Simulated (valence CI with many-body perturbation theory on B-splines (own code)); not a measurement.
P IX: electric-dipole lines

Calculated by configuration interaction combined with many-body perturbation theory (CI+MBPT): five valence electrons over a frozen Dirac-Fock core [He], radial functions for each j: 11 s, 11 p, 10 d, 8 f, 5 g, 2 h, with the one-electron correlation potential Σ1 (screened to all orders), the two-electron term Σ2, the three-electron term Σ3, Breit, model QED; selected single and double excitations, second order for the rest, scaled by the run's own slope (own B-spline code, finite nucleus).

No measured spectrum was set against this ion. As an estimate, levels of excited configurations hold to 0.05 to 0.15 % of their energy, terms of the ground configuration to about 0.5 %. Among the levels kept, up to 6100 cm⁻¹ of a level comes from second order outside the variational space, and about a tenth of that is noise between levels of different J, which matters for small intervals.

Lines 1 to 50 of 600 in falling wavelength, among levels below 2384900 cm⁻¹, chosen from the strongest by gf and those to the six lowest levels. Wavelengths and rates use the calculated energies, so an error of 300 cm⁻¹ moves a line at 333.0 nm by 1 % and its rate by three times that or more. Electric multipoles are in the length gauge, E1 and E2 with the static RPA response of the core. Weak lines are less certain than strong ones. Lines between different terms over intervals too small for the method are left out, as are lines whose strength nearly cancels. Where a level lies close to another of its J and parity, the split of strength between their lines is uncertain. The highest levels of a list are the least certain.

Names give the largest LS component (configuration and term), which can be under half, so a name can repeat, a term be missing and a line seem to break the LS rules; names also repeat where a configuration has a term twice. Letters in brackets count levels of one name in rising energy.

| λ vac (nm) | Upper | Lower | A (s⁻¹) | S (a.u.) |
| --- | --- | --- | --- | --- |
| 333.0 | 2s2.2p2.4p 4D°_5/2 | 2s2.2p2.4s 2P_3/2 | 1.06e+07 | 1.16e+00 |
| 318.5 | 2s2.2p2.4p 4D°_3/2 | 2s2.2p2.4s 4P_3/2 | 1.88e+07 | 1.20e+00 |
| 314.0 | 2s2.2p2.4p 4D°_3/2 | 2s2.2p2.4s 2P_1/2 [b] | 2.39e+07 | 1.46e+00 |
| 312.5 | 2s2.2p2.4p 2S°_1/2 | 2s2.2p2.4s 4P_3/2 | 4.38e+07 | 1.32e+00 |
| 308.1 | 2s2.2p2.4p 2S°_1/2 | 2s2.2p2.4s 2P_1/2 [b] | 3.45e+07 | 9.97e-01 |
| 304.7 | 2s2.2p2.4p 4D°_1/2 | 2s2.2p2.4s 2P_1/2 [a] | 6.68e+07 | 1.86e+00 |
| 293.4 | 2s2.2p2.4p 4D°_5/2 | 2s2.2p2.4s 4P_3/2 | 7.67e+07 | 5.74e+00 |
| 288.6 | 2s2.2p2.4p 4D°_3/2 | 2s2.2p2.4s 2P_1/2 [a] | 3.92e+07 | 1.86e+00 |
| 204.3 | 2s2.2p2.4p 4D°_1/2 | 2s.2p3.3p 4P_1/2 [d] | 8.74e+07 | 7.36e-01 |
| 197.0 | 2s2.2p2.4p 4D°_3/2 | 2s.2p3.3p 4P_1/2 [d] | 7.69e+07 | 1.16e+00 |
| 190.8 | 2s2.2p2.4p 4D°_5/2 | 2s.2p3.3p 4P_3/2 [d] | 8.87e+07 | 1.82e+00 |
| 157.0 | 2s.2p3.3p 2P_3/2 [a] | 2s.2p3.3s 2D°_5/2 [a] | 1.37e+08 | 1.05e+00 |
| 152.6 | 2s.2p3.3p 2P_1/2 [a] | 2s.2p3.3s 2D°_3/2 [a] | 1.85e+08 | 6.50e-01 |
| 140.5 | 2s.2p3.3p 2P_3/2 [c] | 2s.2p3.3s 2S°_1/2 | 9.46e+07 | 5.18e-01 |
| 130.8 | 2s.2p3.3p 2F_7/2 [a] | 2s.2p3.3s 2D°_5/2 [a] | 3.81e+08 | 3.37e+00 |
| 130.1 | 2s.2p3.3p 2F_5/2 [a] | 2s.2p3.3s 2D°_3/2 [a] | 3.65e+08 | 2.38e+00 |
| 128.9 | 2s.2p3.3p 4P_5/2 [a] | 2s.2p3.3s 4S°_3/2 [a] | 3.52e+08 | 2.23e+00 |
| 128.3 | 2s.2p3.3p 4P_3/2 [a] | 2s.2p3.3s 4S°_3/2 [a] | 3.57e+08 | 1.49e+00 |
| 127.8 | 2s.2p3.3p 4P_1/2 [a] | 2s.2p3.3s 4S°_3/2 [a] | 3.34e+08 | 6.87e-01 |
| 126.1 | 2s.2p3.3p 2P_1/2 [b] | 2s.2p3.3s 2P°_1/2 [a] | 2.46e+08 | 4.87e-01 |
| 122.9 | 2s.2p3.3p 2P_3/2 [b] | 2s.2p3.3s 2P°_3/2 [a] | 3.56e+08 | 1.31e+00 |
| 116.7 | 2s.2p3.3p 2P_3/2 [c] | 2s.2p3.3s 2D°_5/2 [b] | 2.09e+08 | 6.55e-01 |
| 116.1 | 2s.2p3.3d 4D°_7/2 [b] | 2s.2p3.3p 4P_5/2 [b] | 2.06e+08 | 1.27e+00 |
| 115.5 | 2s.2p3.3d 4D°_5/2 [b] | 2s.2p3.3p 4P_3/2 [b] | 1.50e+08 | 6.83e-01 |
| 112.8 | 2s.2p3.3p 2D_3/2 [b] | 2s.2p3.3s 2P°_1/2 [a] | 5.13e+08 | 1.45e+00 |
| 112.4 | 2s.2p3.3p 4P_1/2 [d] | 2s.2p3.3s 4S°_3/2 [b] | 4.04e+08 | 5.67e-01 |
| 111.6 | 2s.2p3.3p 2D_5/2 [b] | 2s.2p3.3s 2P°_3/2 [a] | 6.08e+08 | 2.50e+00 |
| 111.1 | 2s.2p3.3p 4P_3/2 [d] | 2s.2p3.3s 4S°_3/2 [b] | 3.98e+08 | 1.08e+00 |
| 111.0 | 2s.2p3.3p 4D_1/2 [a] | 2s.2p3.3s 4D°_1/2 | 2.87e+08 | 3.86e-01 |
| 110.8 | 2s.2p3.3p 4D_1/2 [a] | 2s.2p3.3s 4D°_3/2 | 3.01e+08 | 4.05e-01 |
| 110.6 | 2s.2p3.3p 4P_5/2 [d] | 2s.2p3.3s 4S°_3/2 [b] | 5.18e+08 | 2.07e+00 |
| 110.5 | 2s.2p3.3p 4D_3/2 [a] | 2s.2p3.3s 4D°_3/2 | 2.86e+08 | 7.62e-01 |
| 110.4 | 2s.2p3.3p 4D_3/2 [a] | 2s.2p3.3s 4D°_5/2 | 2.29e+08 | 6.08e-01 |
| 110.2 | 2s2.2p2.3p 4D°_5/2 | 2s2.2p2.3s 4P_5/2 | 9.85e+07 | 3.91e-01 |
| 109.4 | 2s.2p3.3p 4D_5/2 [a] | 2s.2p3.3s 4D°_7/2 | 1.41e+08 | 5.48e-01 |
| 109.4 | 2s.2p3.3p 4D_5/2 [a] | 2s.2p3.3s 4D°_5/2 | 4.78e+08 | 1.85e+00 |
| 109.0 | 2s.2p3.3p 2F_5/2 [b] | 2s.2p3.3s 2D°_3/2 [b] | 6.39e+08 | 2.45e+00 |
| 108.9 | 2s.2p3.3p 4S_3/2 | 2s.2p3.3s 4P°_5/2 | 3.21e+08 | 8.18e-01 |
| 108.6 | 2s.2p3.3p 4D_7/2 [a] | 2s.2p3.3s 4D°_7/2 | 6.67e+08 | 3.37e+00 |
| 108.5 | 2s.2p3.3p 4S_3/2 | 2s.2p3.3s 4P°_3/2 | 2.11e+08 | 5.32e-01 |
| 108.5 | 2s2.2p2.3p 4D°_3/2 | 2s2.2p2.3s 4P_3/2 | 2.69e+08 | 6.78e-01 |
| 107.9 | 2s2.2p2.3d 2D_5/2 [b] | 2s2.2p2.3p 2P°_3/2 [b] | 2.45e+08 | 9.13e-01 |
| 107.2 | 2s.2p3.3p 2F_7/2 [b] | 2s.2p3.3s 2D°_5/2 [b] | 7.25e+08 | 3.53e+00 |
| 107.2 | 2s2.2p2.3d 2D_3/2 [b] | 2s2.2p2.3p 2P°_1/2 [b] | 1.99e+08 | 4.84e-01 |
| 106.8 | 2s2.2p2.3p 4D°_1/2 | 2s2.2p2.3s 4P_1/2 | 5.81e+08 | 6.98e-01 |
| 106.6 | 2s2.2p2.3p 2D°_3/2 [a] | 2s2.2p2.3s 2P_1/2 | 4.38e+08 | 1.05e+00 |
| 106.6 | 2s.2p3.3d 2P°_3/2 | 2s.2p3.3p 2D_5/2 [a] | 1.56e+08 | 3.73e-01 |
| 106.3 | 2s2.2p2.3p 2D°_5/2 [a] | 2s2.2p2.3s 2P_3/2 | 5.05e+08 | 1.79e+00 |
| 105.5 | 2s2.2p2.3p 4D°_7/2 | 2s2.2p2.3s 4P_5/2 | 6.95e+08 | 3.22e+00 |
| 104.9 | 2s2.2p2.3p 4D°_5/2 | 2s2.2p2.3s 4P_3/2 | 5.89e+08 | 2.02e+00 |
